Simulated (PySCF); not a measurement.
Be(Cl)(NH2) (BeClH2N), SMILES [Cl][Be][NH2]. Heavy atoms are numbered as in [Be:1]([Cl:2])[NH2:3]. Hydrogens are named by the atom that carries them.

Coordinates come from a PBE0-D3(BJ)/def2-TZVP optimisation. The values are those of a single conformer.

Method: r2SCAN/def2-TZVPD (PySCF).

Mulliken values depend strongly on the basis, most of all with diffuse functions as here. ESP charges are fitted to the potential on shells at 1.4 to 2.0 van der Waals radii. Atomic charges (e), one atom of each kind:

| atom | IAO | Mulliken | ESP fit |
|---|---|---|---|
| Be1 | … | 0.01 | 0.82 |
| Cl2 | … | -0.20 | -0.37 |
| N3 (NH2) | … | -0.25 | -1.36 |
| H on N3 | … | 0.21 | 0.45 |

What belongs in the gaps? (The exact figures need the calculation; the answer reports its results.)


- Be1, IAO: 1.54
- Cl2, IAO: -0.76
- N3 (NH2), IAO: -1.33
- H on N3, IAO: 0.28
